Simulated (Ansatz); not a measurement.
Geometry optimisation, Ansatz, RKS B3LYP/def2-SVP.

Input:

```yaml
crystal:
  periodic: [false, false, false]
  atoms:
    - { symbol: Ge, position_ang: [0.0, 0.0, 0.0] }
    - { symbol: H, position_ang: [0.0, 0.0, 1.9] }
    - { symbol: O, position_ang: [1.6691, 0.0, -0.5894] }
    - { symbol: H, position_ang: [1.9855, -0.9521, -0.7061] }
    - { symbol: O, position_ang: [-0.8337, 1.4443, -0.5894] }
    - { symbol: H, position_ang: [-1.7915, 1.2136, -0.8118] }
    - { symbol: Cl, position_ang: [-1.0456, -1.8115, -0.7393] }
    - { symbol: Cl, position_ang: [1.3216, 1.9931, 0.7946] }
    - { symbol: H, position_ang: [0.5417, 0.817, 1.9424] }
basis:
  gaussian: { orbitals: def2-SVP }
hamiltonian:
  xc: b3lyp
relax:
  f_tol: 0.15
  max_steps: 25
  restrain:
    - { distance: [0, 7], at: 2.22, k: 30.0 }
    - { distance: [8, 1], at: 0.66, k: 30.0 }
    - { distance: [0, 1], at: 2.75, k: 30.0 }
    - { distance: [8, 7], at: 2.57, k: 30.0 }
```

Launched with:

```bash
$ ansatz run input.yaml --threads 4 --pin off --max-ram 5120MiB --backend cpu --events-out ev --progress --plain --runs-dir out
```

Q: Where does it end, and by what steps?

A: The forces met the threshold. The restraints hold the end off the free minimum. After 13 steps the energy has fallen by 3.139 eV (the restraints' own energy left out); Cl7 moved furthest, 1.30 Å. Joined: H2–H9 (0.98 → 0.72 Å).

```csv
step,energy less start (eV),largest force component (eV/Å),accepted
0,0.0000,3.850,yes
1,0.0188,3.092,yes
2,-0.3562,3.105,yes
3,-1.6201,2.840,yes
4,-2.1269,2.098,yes
5,-2.4154,1.524,yes
6,-2.6672,1.282,yes
7,-2.9379,1.206,yes
8,-3.1008,1.000,yes
9,-3.1411,0.839,no
10,-3.1294,1.118,yes
11,-3.1343,1.249,yes
12,-3.1459,1.277,no
13,-3.1388,1.288,yes
```

```xyz
9
Properties=species:S:1:pos:R:3
Ge 0.352 0.485 -0.267
H -0.121 -0.040 2.410
O 1.669 -0.065 -1.306
H 1.620 -1.015 -1.485
O -0.872 1.442 -1.101
H -1.585 0.891 -1.452
Cl -0.635 -1.337 0.404
Cl 1.278 1.916 1.112
H 0.140 0.428 2.885
```

Run time: 26 s on 4 threads of AMD EPYC 7B13 (Zen 3) (shared host), peak memory 0.33 GiB.
